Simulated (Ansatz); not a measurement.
Geometry optimisation of AlH₈NOSi₂, SMILES `N[Si](O)([AlH2])[SiH3]`.

```yaml
crystal:
  periodic: [false, false, false]
  atoms:
    - {symbol: N, position_ang: [-0.971509, -0.036998, 1.455027]}
    - {symbol: Si, position_ang: [0.345663, -0.009116, 0.290642]}
    - {symbol: O, position_ang: [1.890406, 0.417310, 0.878801]}
    - {symbol: Al, position_ang: [0.096265, -2.279792, -0.622501]}
    - {symbol: Si, position_ang: [-0.195343, 1.752903, -1.169230]}
    - {symbol: H, position_ang: [-1.026600, -0.788317, 2.149144]}
    - {symbol: H, position_ang: [-1.348646, 0.832788, 1.846508]}
    - {symbol: H, position_ang: [2.290788, -0.261250, 1.452456]}
    - {symbol: H, position_ang: [0.127757, -3.521603, 0.406231]}
    - {symbol: H, position_ang: [-0.189792, -2.597275, -2.170706]}
    - {symbol: H, position_ang: [-1.429447, 1.401273, -1.960961]}
    - {symbol: H, position_ang: [0.920074, 2.036048, -2.139624]}
    - {symbol: H, position_ang: [-0.489215, 3.019428, -0.400888]}
basis:
  gaussian: {orbitals: def2-TZVP}
hamiltonian: {xc: pbe0, dispersion: d4}
relax: {f_tol: 0.005, max_steps: 150}
```

```sh
$ ansatz run in.yaml --threads 4 --pin off --events-out ev --progress --plain --max-ram 10444MiB
```

It prints (some lines left out):

```
Functional definition: PBE0
mean field -26009.33751651 eV, -955.8255239697 hartree, gradient 2.1e-5 eV, S^2 0.000000; 0 other end points of the search recorded, 0 dependent functions left out
relax step   1: F+E_penalty+E_count = -26009.61158674 eV  Δ(F+E_penalty+E_count) = +0.000e0 eV  max|allowed force component| = 8.237e-1 eV/Å  Δτ_max = 0.0000 Å  (29 SCF iters, accepted)
mean field -26009.38395604 eV, -955.8272305909 hartree, gradient 2.0e-5 eV, S^2 0.000000; 0 other end points of the search recorded, 0 dependent functions left out
relax step   2: F+E_penalty+E_count = -26009.65898155 eV  Δ(F+E_penalty+E_count) = -4.739e-2 eV  max|allowed force component| = 4.749e-1 eV/Å  Δτ_max = 0.0750 Å  (30 SCF iters, accepted)
mean field -26009.39324316 eV, -955.8275718862 hartree, gradient 1.5e-5 eV, S^2 0.000000; 0 other end points of the search recorded, 0 dependent functions left out
relax step   3: F+E_penalty+E_count = -26009.66919653 eV  Δ(F+E_penalty+E_count) = -1.021e-2 eV  max|allowed force component| = 2.874e-1 eV/Å  Δτ_max = 0.0592 Å  (31 SCF iters, accepted)
mean field -26009.40055107 eV, -955.8278404469 hartree, gradient 1.2e-5 eV, S^2 0.000000; 0 other end points of the search recorded, 0 dependent functions left out
relax step   4: F+E_penalty+E_count = -26009.67623270 eV  Δ(F+E_penalty+E_count) = -7.036e-3 eV  max|allowed force component| = 1.331e-1 eV/Å  Δτ_max = 0.0291 Å  (30 SCF iters, accepted)
mean field -26009.40113756 eV, -955.8278619999 hartree, gradient 1.2e-5 eV, S^2 0.000000; 0 other end points of the search recorded, 0 dependent functions left out
relax step   5: F+E_penalty+E_count = -26009.67686494 eV  Δ(F+E_penalty+E_count) = -6.322e-4 eV  max|allowed force component| = 2.276e-1 eV/Å  Δτ_max = 0.0556 Å  (31 SCF iters, accepted)
mean field -26009.40400384 eV, -955.8279673339 hartree, gradient 1.2e-5 eV, S^2 0.000000; 0 other end points of the search recorded, 0 dependent functions left out
relax step   6: F+E_penalty+E_count = -26009.67961074 eV  Δ(F+E_penalty+E_count) = -2.746e-3 eV  max|allowed force component| = 7.853e-2 eV/Å  Δτ_max = 0.0234 Å  (32 SCF iters, accepted)
mean field -26009.40492781 eV, -955.8280012891 hartree, gradient 1.2e-5 eV, S^2 0.000000; 0 other end points of the search recorded, 0 dependent functions left out
relax step   7: F+E_penalty+E_count = -26009.68046943 eV  Δ(F+E_penalty+E_count) = -8.587e-4 eV  max|allowed force component| = 4.169e-2 eV/Å  Δτ_max = 0.0142 Å  (31 SCF iters, accepted)
mean field -26009.40532361 eV, -955.8280158344 hartree, gradient 1.1e-5 eV, S^2 0.000000; 0 other end points of the search recorded, 0 dependent functions left out
relax step   8: F+E_penalty+E_count = -26009.68079324 eV  Δ(F+E_penalty+E_count) = -3.238e-4 eV  max|allowed force component| = 4.961e-2 eV/Å  Δτ_max = 0.0113 Å  (32 SCF iters, accepted)
mean field -26009.40563760 eV, -955.8280273734 hartree, gradient 1.1e-5 eV, S^2 0.000000; 0 other end points of the search recorded, 0 dependent functions left out
relax step   9: F+E_penalty+E_count = -26009.68106576 eV  Δ(F+E_penalty+E_count) = -2.725e-4 eV  max|allowed force component| = 2.637e-2 eV/Å  Δτ_max = 0.0210 Å  (31 SCF iters, accepted)
mean field -26009.40577473 eV, -955.8280324127 hartree, gradient 1.1e-5 eV, S^2 0.000000; 0 other end points of the search recorded, 0 dependent functions left out
relax step  10: F+E_penalty+E_count = -26009.68109133 eV  Δ(F+E_penalty+E_count) = -2.558e-5 eV  max|allowed force component| = 2.021e-2 eV/Å  Δτ_max = 0.0174 Å  (31 SCF iters, accepted)
mean field -26009.40580054 eV, -955.8280333615 hartree, gradient 1.2e-5 eV, S^2 0.000000; 0 other end points of the search recorded, 0 dependent functions left out
relax step  11: F+E_penalty+E_count = -26009.68123198 eV  Δ(F+E_penalty+E_count) = -1.407e-4 eV  max|allowed force component| = 1.985e-2 eV/Å  Δτ_max = 0.0069 Å  (31 SCF iters, accepted)
mean field -26009.40575816 eV, -955.8280318038 hartree, gradient 1.2e-5 eV, S^2 0.000000; 0 other end points of the search recorded, 0 dependent functions left out
relax step  12: F+E_penalty+E_count = -26009.68124845 eV  Δ(F+E_penalty+E_count) = -1.647e-5 eV  max|allowed force component| = 2.780e-2 eV/Å  Δτ_max = 0.0092 Å  (32 SCF iters, accepted)
mean field -26009.40581562 eV, -955.8280339156 hartree, gradient 1.1e-5 eV, S^2 0.000000; 0 other end points of the search recorded, 0 dependent functions left out
relax step  13: F+E_penalty+E_count = -26009.68129159 eV  Δ(F+E_penalty+E_count) = -4.314e-5 eV  max|allowed force component| = 8.724e-3 eV/Å  Δτ_max = 0.0046 Å  (24 SCF iters, accepted)
mean field -26009.40588674 eV, -955.8280365291 hartree, gradient 1.1e-5 eV, S^2 0.000000; 0 other end points of the search recorded, 0 dependent functions left out
relax step  14: F+E_penalty+E_count = -26009.68134755 eV  Δ(F+E_penalty+E_count) = -5.596e-5 eV  max|allowed force component| = 7.655e-3 eV/Å  Δτ_max = 0.0100 Å  (32 SCF iters, accepted)
mean field -26009.40589956 eV, -955.8280370004 hartree, gradient 1.1e-5 eV, S^2 0.000000; 0 other end points of the search recorded, 0 dependent functions left out
relax step  15: F+E_penalty+E_count = -26009.68136688 eV  Δ(F+E_penalty+E_count) = -1.932e-5 eV  max|allowed force component| = 9.169e-3 eV/Å  Δτ_max = 0.0106 Å  (32 SCF iters, accepted)
mean field -26009.40589846 eV, -955.8280369598 hartree, gradient 2.6e-5 eV, S^2 0.000000; 0 other end points of the search recorded, 0 dependent functions left out
relax step  16: F+E_penalty+E_count = -26009.68137439 eV  Δ(F+E_penalty+E_count) = -7.510e-6 eV  max|allowed force component| = 7.766e-3 eV/Å  Δτ_max = 0.0073 Å  (23 SCF iters, accepted)
mean field -26009.40590086 eV, -955.8280370479 hartree, gradient 1.8e-5 eV, S^2 0.000000; 0 other end points of the search recorded, 0 dependent functions left out
relax step  17: F+E_penalty+E_count = -26009.68137735 eV  Δ(F+E_penalty+E_count) = -2.961e-6 eV  max|allowed force component| = 3.515e-3 eV/Å  Δτ_max = 0.0030 Å  (23 SCF iters, accepted)
mean field -26009.40590085 eV, -955.8280370479 hartree, gradient 1.7e-5 eV, S^2 0.000000; 1 other end points of the search recorded, 0 dependent functions left out
Total energy: -26009.68142106 eV, -955.8381622287 hartree
Atom 0 at    -0.931408     0.027691     1.534027 Å, force    -0.000452    -0.000024     0.003515 eV/Å
Atom 1 at     0.290591    -0.013668     0.317812 Å, force    -0.001217     0.000012    -0.000035 eV/Å
Atom 2 at     1.835950     0.357318     0.828218 Å, force     0.002438    -0.000611     0.001272 eV/Å
Atom 3 at     0.106580    -2.279083    -0.645460 Å, force    -0.001516     0.000199    -0.000493 eV/Å
Atom 4 at    -0.212628     1.721470    -1.173883 Å, force    -0.000767     0.000623    -0.000865 eV/Å
Atom 5 at    -1.099945    -0.754173     2.146075 Å, force     0.000758    -0.000163    -0.002179 eV/Å
Atom 6 at    -1.241651     0.891571     1.951696 Å, force     0.000726     0.000188    -0.001930 eV/Å
Atom 7 at     2.230000    -0.223072     1.482053 Å, force    -0.001036     0.001063    -0.000747 eV/Å
Atom 8 at     0.117991    -3.555168     0.315379 Å, force     0.000263     0.000551    -0.000417 eV/Å
Atom 9 at    -0.051768    -2.533305    -2.207455 Å, force     0.000642    -0.000376     0.000588 eV/Å
Atom 10 at    -1.445004     1.378404    -1.937895 Å, force     0.000497     0.000118     0.000157 eV/Å
Atom 11 at     0.889252     1.947529    -2.147913 Å, force    -0.000541    -0.000562     0.001198 eV/Å
Atom 12 at    -0.467560     2.999885    -0.447753 Å, force     0.000204    -0.001018    -0.000063 eV/Å
Dipole moment:    -0.049030    -0.185849     0.486798 e Å
```

It took 43 s on 4 threads of an Intel Xeon Platinum 8559C on a shared host, with 0.71 GiB of host memory at the peak.
